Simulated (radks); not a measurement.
Correlation energies from several functionals, in hartree. Species: N [He] 2s2 2p3; As [Ar] 3d10 4s2 4p3; Pb17+ [Kr] 4d10 4f14 5s2 5p3; Tc36+ [He] 2s2 2p3. Method: non-relativistic Kohn-Sham, r2SCAN, spin-polarised, spherical densities, point nucleus; meta-GGA in the generalised Kohn-Sham scheme; computed with a radial shooting solver on a logarithmic mesh with Libxc functionals. Every spin shell is full or empty, so the densities are truly spherical. Functionals are evaluated on that one density, not self-consistently.

| functional | N | As | Pb17+ | Tc36+ |
|---|---|---|---|---|
| PW92 | -0.42656 | -2.9280 | -7.3949 | -0.81071 |
| PZ | -0.42092 | -2.9223 | -7.4025 | -0.79669 |
| Wigner | -0.26713 | -1.6711 | -3.5238 | -0.29948 |
| Chachiyo | -0.41284 | -2.8829 | -7.3243 | -0.78841 |
| PBE | -0.17914 | -1.5601 | -4.1804 | -0.22698 |
| PBEsol | -0.21512 | -1.7862 | -4.6926 | -0.28168 |
| P86 | -0.19621 | -1.7743 | -4.7480 | -0.45830 |
| PW91 | -0.19738 | -1.6936 | -4.5305 | -0.29461 |
| AM05 | -0.38034 | -2.7032 | -6.9742 | -0.72739 |
| OP (B88) | -0.19367 | -1.4968 | -3.6274 | -0.29229 |
| revTPSS | -0.19236 | -1.5879 | -4.2050 | -0.23717 |
| SCAN | -0.18019 | -1.5687 | -4.2100 | -0.23721 |
| r2SCAN | -0.18127 | -1.5794 | -4.2217 | -0.23969 |
| B95 | -0.19093 | -1.8599 | -5.3737 | -0.38167 |
| Tao-Mo | -0.15283 | -1.4880 | -4.0919 | -0.20097 |
